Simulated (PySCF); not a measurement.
Spinor energies of Sc¹⁸⁺ (scandium, charge +18)

Start: [He] 2s1; 2s1/2 filled at m_j = +1/2. Calculated with PySCF 2.14 in an even-tempered Gaussian basis (17 s from 4.2 bohr⁻², ratio 2.4; 11 p from 5.4 bohr⁻², ratio 2.4; 5 d from 17 bohr⁻², ratio 2.6; 4 f from 25 bohr⁻², ratio 2.6): generalised Hartree-Fock with the X2C-1e Hamiltonian and a Gaussian nucleus; one run each with spin-orbit coupling (SO) switched off, then screened by Boettger's factors.

```csv
spinor shell,electrons,"ε, spin-free (eV)","ε, screened SO (eV)",weight of nominal j (screened SO),"rms radius, screened SO (bohr)"
1s1/2,2,-5570.5,-5570.5,1.000,0.0834
2s1/2,1,-1288.1,-1288.1,1.000,0.326
```

| quantity | spin-free | screened SO |
| --- | --- | --- |
| E (hartree) | -477.77064 | -477.77064 |
| M_J | 1/2 | 1/2 |
| ⟨J²⟩ | 0.750 | 0.750 |
| ⟨L²⟩ | 0.000 | 0.000 |
| ⟨S²⟩ | 0.750 | 0.750 |

Each row is a mean over spinors that exchange with the open shell spreads, by up to 11.797 eV (1s1/2).

Without spin-orbit coupling the j labels of p, d and f shells carry no meaning; the spin-free column gives the mean over the occupied spinors of each nl shell.
